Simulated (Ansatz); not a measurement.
Ansatz (a quantum-chemistry and plane-wave program) input (HF/6-31G*):

Ansatz 0.2 input:
```yaml
crystal:
  periodic: [false, false, false]
  atoms:
    - {symbol: C, position_ang: [-2.39553289, -0.00917903, 0.17608023]}
    - {symbol: C, position_ang: [-1.07267102, 0.40129114, 0.08449881]}
    - {symbol: C, position_ang: [-0.00828856, -0.48551030, -0.00616116]}
    - {symbol: Cl, position_ang: [1.62851085, 0.05887028, -0.11896740]}
    - {symbol: H, position_ang: [-3.19214636, 0.70696918, 0.24466402]}
    - {symbol: H, position_ang: [-2.66175002, -1.05078782, 0.18113628]}
    - {symbol: H, position_ang: [-0.85155707, 1.45419091, 0.08291788]}
    - {symbol: H, position_ang: [-0.12027626, -1.55077787, -0.01277971]}
basis:
  gaussian:
    orbitals: 6-31G*
hamiltonian:
  xc: {name: HF}
magnetization: {spin_polarized: true, initial_magnetization: 1}
phonons: {temperatures: {t_min: 298.15, t_max: 298.15, t_step: 100}}
```

Output:

```
Functional definition: HF
integrals: 0.02 GiB planned
820 factors; integrals over basis functions are off by at most 4.4e-4 eV
mean field: 0.27 GiB planned
mean field evaluation 1: about -15654.1015 eV, gradient 1.7e1 eV
mean field evaluation 2: about -15654.1698 eV, gradient 1.7e1 eV
mean field evaluation 4: about -15656.3193 eV, gradient 3.4e0 eV
mean field evaluation 8: about -15656.6145 eV, gradient 3.4e-1 eV
mean field evaluation 16: about -15644.4264 eV, gradient 1.8e1 eV
mean field -15656.61690877 eV, -575.3700589610 hartree, gradient 4.6e-5 eV, S^2 0.977243; 0 other end points of the search recorded, 0 dependent functions left out
the calculation of the forces begins
reference -15656.61690877 eV, -575.3700589610 hartree; 20, 19 occupied and 52, 53 virtual orbitals, 820 factors
these checks for a lower state are left out or cut short: stability, starts, cluster_reference, orbital_swaps, neighbouring_geometries, increment
integrals: 0.02 GiB planned
820 factors; integrals over basis functions are off by at most 4.4e-4 eV
mean field: 0.27 GiB planned
mean field -15656.61669085 eV, -575.3700509526 hartree, gradient 4.2e-6 eV, S^2 0.975955; 0 other end points of the search recorded, 0 dependent functions left out
the calculation of the forces begins
reference -15656.61669085 eV, -575.3700509526 hartree; 20, 19 occupied and 52, 53 virtual orbitals, 820 factors
these checks for a lower state are left out or cut short: stability, starts, cluster_reference, orbital_swaps, neighbouring_geometries, increment
integrals: 0.02 GiB planned
820 factors; integrals over basis functions are off by at most 4.4e-4 eV
mean field: 0.27 GiB planned
mean field evaluation 32: about -15656.6167 eV, gradient 1.8e-6 eV
mean field -15656.61669399 eV, -575.3700510682 hartree, gradient 3.1e-6 eV, S^2 0.978521; 0 other end points of the search recorded, 0 dependent functions left out
the calculation of the forces begins
reference -15656.61669399 eV, -575.3700510682 hartree; 20, 19 occupied and 52, 53 virtual orbitals, 820 factors
these checks for a lower state are left out or cut short: stability, starts, cluster_reference, orbital_swaps, neighbouring_geometries, increment
integrals: 0.02 GiB planned
820 factors; integrals over basis functions are off by at most 4.4e-4 eV
mean field: 0.27 GiB planned
mean field -15656.61678768 eV, -575.3700545111 hartree, gradient 1.8e-6 eV, S^2 0.976958; 0 other end points of the search recorded, 0 dependent functions left out
the calculation of the forces begins
reference -15656.61678768 eV, -575.3700545111 hartree; 20, 19 occupied and 52, 53 virtual orbitals, 820 factors
these checks for a lower state are left out or cut short: stability, starts, cluster_reference, orbital_swaps, neighbouring_geometries, increment
integrals: 0.02 GiB planned
820 factors; integrals over basis functions are off by at most 4.3e-4 eV
mean field: 0.27 GiB planned
mean field -15656.61678661 eV, -575.3700544720 hartree, gradient 1.9e-6 eV, S^2 0.977535; 0 other end points of the search recorded, 0 dependent functions left out
the calculation of the forces begins
reference -15656.61678661 eV, -575.3700544720 hartree; 20, 19 occupied and 52, 53 virtual orbitals, 820 factors
these checks for a lower state are left out or cut short: stability, starts, cluster_reference, orbital_swaps, neighbouring_geometries, increment
integrals: 0.02 GiB planned
820 factors; integrals over basis functions are off by at most 4.4e-4 eV
mean field: 0.27 GiB planned
mean field -15656.61671977 eV, -575.3700520154 hartree, gradient 4.2e-6 eV, S^2 0.977569; 0 other end points of the search recorded, 0 dependent functions left out
the calculation of the forces begins
reference -15656.61671977 eV, -575.3700520154 hartree; 20, 19 occupied and 52, 53 virtual orbitals, 820 factors
these checks for a lower state are left out or cut short: stability, starts, cluster_reference, orbital_swaps, neighbouring_geometries, increment
integrals: 0.02 GiB planned
820 factors; integrals over basis functions are off by at most 4.4e-4 eV
mean field: 0.27 GiB planned
mean field -15656.61671673 eV, -575.3700519040 hartree, gradient 3.9e-6 eV, S^2 0.976862; 0 other end points of the search recorded, 0 dependent functions left out
the calculation of the forces begins
reference -15656.61671673 eV, -575.3700519040 hartree; 20, 19 occupied and 52, 53 virtual orbitals, 820 factors
these checks for a lower state are left out or cut short: stability, starts, cluster_reference, orbital_swaps, neighbouring_geometries, increment
integrals: 0.02 GiB planned
820 factors; integrals over basis functions are off by at most 4.4e-4 eV
mean field: 0.27 GiB planned
mean field evaluation 64: about -15656.6168 eV, gradient 2.2e-4 eV
[...]
the calculation of the forces begins
reference -15656.61687422 eV, -575.3700576915 hartree; 20, 19 occupied and 52, 53 virtual orbitals, 820 factors
these checks for a lower state are left out or cut short: stability, starts, cluster_reference, orbital_swaps, neighbouring_geometries, increment
integrals: 0.02 GiB planned
820 factors; integrals over basis functions are off by at most 4.4e-4 eV
mean field: 0.27 GiB planned
mean field -15656.61688378 eV, -575.3700580430 hartree, gradient 2.1e-6 eV, S^2 0.977216; 0 other end points of the search recorded, 0 dependent functions left out
the calculation of the forces begins
reference -15656.61688378 eV, -575.3700580430 hartree; 20, 19 occupied and 52, 53 virtual orbitals, 820 factors
these checks for a lower state are left out or cut short: stability, starts, cluster_reference, orbital_swaps, neighbouring_geometries, increment
integrals: 0.02 GiB planned
820 factors; integrals over basis functions are off by at most 4.4e-4 eV
mean field: 0.27 GiB planned
mean field evaluation 160: about -15656.6169 eV, gradient 7.2e-6 eV
mean field -15656.61688333 eV, -575.3700580263 hartree, gradient 2.1e-6 eV, S^2 0.977272; 0 other end points of the search recorded, 0 dependent functions left out
the calculation of the forces begins
reference -15656.61688333 eV, -575.3700580263 hartree; 20, 19 occupied and 52, 53 virtual orbitals, 820 factors
these checks for a lower state are left out or cut short: stability, starts, cluster_reference, orbital_swaps, neighbouring_geometries, increment
integrals: 0.02 GiB planned
820 factors; integrals over basis functions are off by at most 4.3e-4 eV
mean field: 0.27 GiB planned
mean field -15656.61684876 eV, -575.3700567560 hartree, gradient 2.2e-6 eV, S^2 0.977222; 0 other end points of the search recorded, 0 dependent functions left out
the calculation of the forces begins
reference -15656.61684876 eV, -575.3700567560 hartree; 20, 19 occupied and 52, 53 virtual orbitals, 820 factors
these checks for a lower state are left out or cut short: stability, starts, cluster_reference, orbital_swaps, neighbouring_geometries, increment
integrals: 0.02 GiB planned
820 factors; integrals over basis functions are off by at most 4.4e-4 eV
mean field: 0.27 GiB planned
mean field -15656.61684826 eV, -575.3700567374 hartree, gradient 2.4e-6 eV, S^2 0.977266; 0 other end points of the search recorded, 0 dependent functions left out
the calculation of the forces begins
reference -15656.61684826 eV, -575.3700567374 hartree; 20, 19 occupied and 52, 53 virtual orbitals, 820 factors
these checks for a lower state are left out or cut short: stability, starts, cluster_reference, orbital_swaps, neighbouring_geometries, increment
integrals: 0.02 GiB planned
820 factors; integrals over basis functions are off by at most 4.4e-4 eV
mean field: 0.27 GiB planned
mean field -15656.61688485 eV, -575.3700580821 hartree, gradient 1.9e-6 eV, S^2 0.977250; 0 other end points of the search recorded, 0 dependent functions left out
the calculation of the forces begins
reference -15656.61688485 eV, -575.3700580821 hartree; 20, 19 occupied and 52, 53 virtual orbitals, 820 factors
these checks for a lower state are left out or cut short: stability, starts, cluster_reference, orbital_swaps, neighbouring_geometries, increment
integrals: 0.02 GiB planned
820 factors; integrals over basis functions are off by at most 4.4e-4 eV
mean field: 0.27 GiB planned
mean field -15656.61688189 eV, -575.3700579732 hartree, gradient 1.9e-6 eV, S^2 0.977238; 0 other end points of the search recorded, 0 dependent functions left out
the calculation of the forces begins
reference -15656.61688189 eV, -575.3700579732 hartree; 20, 19 occupied and 52, 53 virtual orbitals, 820 factors
these checks for a lower state are left out or cut short: stability, starts, cluster_reference, orbital_swaps, neighbouring_geometries, increment
integrals: 0.02 GiB planned
820 factors; integrals over basis functions are off by at most 4.4e-4 eV
mean field: 0.27 GiB planned
mean field evaluation 192: about -15656.6168 eV, gradient 5.6e-2 eV
mean field -15656.61684381 eV, -575.3700565738 hartree, gradient 1.6e-6 eV, S^2 0.977254; 0 other end points of the search recorded, 0 dependent functions left out
the calculation of the forces begins
reference -15656.61684381 eV, -575.3700565738 hartree; 20, 19 occupied and 52, 53 virtual orbitals, 820 factors
these checks for a lower state are left out or cut short: stability, starts, cluster_reference, orbital_swaps, neighbouring_geometries, increment
integrals: 0.02 GiB planned
820 factors; integrals over basis functions are off by at most 4.4e-4 eV
mean field: 0.27 GiB planned
mean field -15656.61684776 eV, -575.3700567192 hartree, gradient 1.5e-6 eV, S^2 0.977235; 0 other end points of the search recorded, 0 dependent functions left out
the calculation of the forces begins
reference -15656.61684776 eV, -575.3700567192 hartree; 20, 19 occupied and 52, 53 virtual orbitals, 820 factors
these checks for a lower state are left out or cut short: stability, starts, cluster_reference, orbital_swaps, neighbouring_geometries, increment
integrals: 0.02 GiB planned
820 factors; integrals over basis functions are off by at most 4.4e-4 eV
mean field: 0.27 GiB planned
mean field -15656.61688695 eV, -575.3700581594 hartree, gradient 2.7e-6 eV, S^2 0.977253; 0 other end points of the search recorded, 0 dependent functions left out
the calculation of the forces begins
reference -15656.61688695 eV, -575.3700581594 hartree; 20, 19 occupied and 52, 53 virtual orbitals, 820 factors
these checks for a lower state are left out or cut short: stability, starts, cluster_reference, orbital_swaps, neighbouring_geometries, increment
integrals: 0.02 GiB planned
820 factors; integrals over basis functions are off by at most 4.4e-4 eV
mean field: 0.27 GiB planned
mean field -15656.61688758 eV, -575.3700581826 hartree, gradient 2.8e-6 eV, S^2 0.977234; 0 other end points of the search recorded, 0 dependent functions left out
the calculation of the forces begins
reference -15656.61688758 eV, -575.3700581826 hartree; 20, 19 occupied and 52, 53 virtual orbitals, 820 factors
these checks for a lower state are left out or cut short: stability, starts, cluster_reference, orbital_swaps, neighbouring_geometries, increment
integrals: 0.02 GiB planned
820 factors; integrals over basis functions are off by at most 4.4e-4 eV
mean field: 0.27 GiB planned
mean field -15656.61684388 eV, -575.3700565764 hartree, gradient 2.5e-6 eV, S^2 0.977217; 0 other end points of the search recorded, 0 dependent functions left out
the calculation of the forces begins
reference -15656.61684388 eV, -575.3700565764 hartree; 20, 19 occupied and 52, 53 virtual orbitals, 820 factors
these checks for a lower state are left out or cut short: stability, starts, cluster_reference, orbital_swaps, neighbouring_geometries, increment
integrals: 0.02 GiB planned
820 factors; integrals over basis functions are off by at most 4.4e-4 eV
mean field: 0.27 GiB planned
mean field evaluation 224: about -15656.6168 eV, gradient 5.7e-2 eV
mean field -15656.61684564 eV, -575.3700566412 hartree, gradient 2.7e-6 eV, S^2 0.977271; 0 other end points of the search recorded, 0 dependent functions left out
the calculation of the forces begins
reference -15656.61684564 eV, -575.3700566412 hartree; 20, 19 occupied and 52, 53 virtual orbitals, 820 factors
Total energy: -15656.61690877 eV, -575.3700589610 hartree
Atom 0 at    -2.395533    -0.009179     0.176080 Å, force    -0.000474     0.000223     0.000038 eV/Å
Atom 1 at    -1.072671     0.401291     0.084499 Å, force     0.000495    -0.000399    -0.000042 eV/Å
Atom 2 at    -0.008289    -0.485510    -0.006161 Å, force    -0.000989     0.001561     0.000094 eV/Å
Atom 3 at     1.628511     0.058870    -0.118967 Å, force     0.000531     0.000274    -0.000035 eV/Å
Atom 4 at    -3.192146     0.706969     0.244664 Å, force    -0.000113    -0.000241     0.000005 eV/Å
Atom 5 at    -2.661750    -1.050788     0.181136 Å, force     0.000080     0.000197    -0.000003 eV/Å
Atom 6 at    -0.851557     1.454191     0.082918 Å, force     0.000601    -0.001179    -0.000061 eV/Å
Atom 7 at    -0.120276    -1.550778    -0.012780 Å, force    -0.000132    -0.000436     0.000004 eV/Å
Dipole moment:    -0.381827    -0.079494     0.026977 e Å
Vibrations: 196.22 282.59 453.72 553.55 660.75 797.23 860.88 1013.10 1080.07 1245.47 1321.50 1392.01 1572.11 1641.00 3334.13 3364.69 3417.67 3431.00 cm⁻¹, zero-point energy 1.650086 eV
```

The blocks after the first are displaced geometries, from whose forces the wavenumbers follow.

The determinant is spin-contaminated: <S^2> is 0.98 against 0.75 for a pure state.
